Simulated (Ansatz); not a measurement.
CoBr2, relaxed as a doublet with UKS PBE0-D4/def2-TZVP in Ansatz, starting from the PBE0-D4/def2-TZVP geometry of the neutral quartet. Force threshold 0.02 eV/Å.

The charge 0 doublet is spin-contaminated (final ⟨S²⟩ up to 1.76, 0.75 for a pure state). At PBE0-D4/def2-TZVP a quartet of charge 0 lies 1.04 eV below the doublet, each at its own geometry.

Start:

```xyz
3

Co    0.000    0.000    0.000
Br   -1.197   -1.514   -1.119
Br    1.197    1.514    1.119
```

```csv
step,energy (eV),largest force component (eV/Å),SCF passes
1,-177699.5708,0.121,217
2,-177699.5719,0.024,24
3,-177699.5719,0.000,24
```

Force components are those of the run's own axes.

End:

```xyz
3

Co    0.000    0.000    0.000
Br   -1.192   -1.508   -1.115
Br    1.192    1.508    1.115
```

By distances, no bond broke or formed. The bond that changes most is Co1–Br3, from 2.23 to 2.22 Å (atoms count from 1).

No frequencies were taken in this run, so the end may be a saddle point.

It took 2 min on 2 threads of Arm Neoverse N1 on a shared host, peak host memory 0.94 GiB.
